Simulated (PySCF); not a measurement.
**Telling isomers of C8H11ClO apart by NMR**

[PySCF 2.14.0 with density-fitted response routines: structure optimised with GFN2-xTB; PBE0/pcSseg-1 with gauge-including orbitals; rapidly exchanging positions averaged; no relativistic terms; one conformer; no solvent]

δ = σ(ref) − σ, references computed at the same level: ¹H (31.72 ppm) and ¹³C (186.93 ppm) against TMS. Where no couplings were computed, multiplicities follow the n + 1 count of equivalent neighbours, and m marks all less simple cases (inequivalent or close neighbours, rings, F or P nearby). Shifts are as computed. Against solution values, carbons near 30 ppm lie about +3 ppm off and those near 130 ppm about +5 ppm; carbons on Cl a further +6 ppm. Of 1211 compounds with measured shifts, 218 miss one by over three times the rms of a fit or turn the order of signals round; such compounds aren't used in these exercises. Carbons bonded to Cl come out too deshielded.

(1) Tabulate the signals of `C=C[C@@H]1C[C@H](C(=O)Cl)[C@H]1C`, `C=C[C@@]1(Cl)CC[C@@H]2O[C@@H]2C1`, `C=C[C@@]1(C(=O)Cl)CC1(C)C`, `C=C[C@@]1(C)C[C@@]1(C)C(=O)Cl` and their relative energies.

(2) What is the quickest way to tell C=C[C@@H]1C[C@H](C(=O)Cl)[C@H]1C from C=C[C@@]1(C)C[C@@]1(C)C(=O)Cl?

(3) What is the quickest way to tell C=C[C@@]1(Cl)CC[C@@H]2O[C@@H]2C1 from C=C[C@@]1(C(=O)Cl)CC1(C)C?

(4) What is the quickest way to tell C=C[C@@]1(Cl)CC[C@@H]2O[C@@H]2C1 from C=C[C@@]1(C)C[C@@]1(C)C(=O)Cl?

Answers

(1) 
```tsv
SMILES	carbon types	δC	δH	E rel. (kcal/mol)
C=C[C@@H]1C[C@H](C(=O)Cl)[C@H]1C	1×C 4×CH 2×CH2 1×CH3	185.7, 151.3, 121.2, 52.8, 46.7, 45.2, 26.1, 22.9	6.08 (m, 1H), 5.28 (m, 1H), 5.21 (m, 1H), 2.72 (m, 1H), 2.35 (m, 1H), 2.16 (m, 1H), 2.12 (m, 1H), 2.04 (m, 1H), 1.42 (d, 3H)	0.0
C=C[C@@]1(Cl)CC[C@@H]2O[C@@H]2C1	1×C 3×CH 4×CH2	151.0, 119.8, 71.5, 49.3, 49.2, 40.1, 36.4, 28.0	6.10 (m, 1H), 5.52 (m, 1H), 5.39 (m, 1H), 2.80 (m, 1H), 2.65 (m, 1H), 2.58 (m, 1H), 2.41 (m, 1H), 2.15 (m, 1H), 2.05 (m, 1H), 1.72 (m, 1H), 1.60 (m, 1H)	9.8
C=C[C@@]1(C(=O)Cl)CC1(C)C	3×C 1×CH 2×CH2 2×CH3	184.2, 147.3, 128.9, 46.0, 37.5, 34.2, 24.3, 20.0	6.71 (m, 1H), 5.70 (m, 1H), 5.55 (m, 1H), 1.54 (m, 1H), 1.36 (s, 3H), 1.29 (s, 3H), 1.16 (m, 1H)	3.1
C=C[C@@]1(C)C[C@@]1(C)C(=O)Cl	3×C 1×CH 2×CH2 2×CH3	186.4, 149.7, 122.4, 39.9, 38.5, 36.8, 21.8, 19.6	6.27 (m, 1H), 5.55 (m, 1H), 5.46 (m, 1H), 1.92 (m, 1H), 1.61 (s, 3H), 1.42 (s, 3H), 0.85 (m, 1H)	3.0
```

Energies are electronic energies at PBE0/pcSseg-1 on these geometries, without zero-point or thermal terms, each for the one conformer computed, which needn't be the lowest.

(2) Both give the same number of carbon signals, but DEPT or the intensities differ. The first has an sp3 CH α to a carbonyl at 52.8 ppm, the second a three-membered-ring carbon (C) at 39.9 ppm. Their most deshielded carbons lie at 185.7 and 186.4 ppm.

(3) Both give the same number of carbon signals, but DEPT or the intensities differ. The first has an epoxide ring carbon (CH) at 49.3 ppm, the second a carbonyl carbon (C) at 184.2 ppm. Their most deshielded carbons lie at 151.0 and 184.2 ppm. In the proton spectra the most deshielded non-exchanging signals are 6.10 (m, 1H) and 6.71 (m, 1H).

(4) Both give the same number of carbon signals, but DEPT or the intensities differ. The first has an epoxide ring carbon (CH) at 49.3 ppm, the second a carbonyl carbon (C) at 186.4 ppm. Their most deshielded carbons lie at 151.0 and 186.4 ppm.
